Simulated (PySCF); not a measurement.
H4Ge, charge +1, doublet, at a GFN2-xTB geometry (a state made from the parent by changing its charge; the spin is typed, not shown lowest). Base run: R2SCAN/6-31G* (PySCF).

Geometry (Å):
```xyz
5

Ge     0.0000     0.0000     0.0000
H     -0.6765    -0.6277    -1.2244
H      0.6496    -0.6138     1.2458
H     -1.2214     0.6589     0.6519
H      1.2482     0.5826    -0.6733
```
Charge +1, spin multiplicity 2.
Orbitals are unrestricted.
All else is at PySCF's defaults.

The base run was repeated with changes; each row names its change, and settings that it needs were set with it.

```
change                                       E (Eh)  HOMO (eV)  <S^2>  core-seconds (rough)
--------------------------------------  -----------  ---------  -----  --------------------
base                                    -2078.65715     -15.69  0.757                     4
functional = b3lyp                      -2078.72470     -16.36  0.756                     2
functional = pw91,pw91                  -2078.82423     -15.31  0.753                     4
functional = scan                       -2078.83755     -15.68  0.757                     4
functional = revpbe                     -2078.52340     -15.25  0.753                     4
functional = pw6b95                     -2079.67355     -16.64  0.756                     3
functional = pbe; dispersion = d4       -2078.35495     -15.24  0.753                     4
functional = b3lyp5                     -2078.58699     -16.27  0.756                     4
functional = hse06                      -2078.39953     -16.17  0.757                    10
functional = wb97x_v                    -2078.47690     -18.95  0.759                    40
functional = b97-1                      -2078.56150     -16.28  0.755                     3
functional = pbe0; dispersion = d3zero  -2078.40580     -16.58  0.757                     4
functional = b97m_v                     -2078.27967     -15.52  0.753                    40
```

Total energies compare only within one method and basis.

Open shells are given as the SCF converged; they aren't shown to be the lowest states, and a large step between rows can be another state.
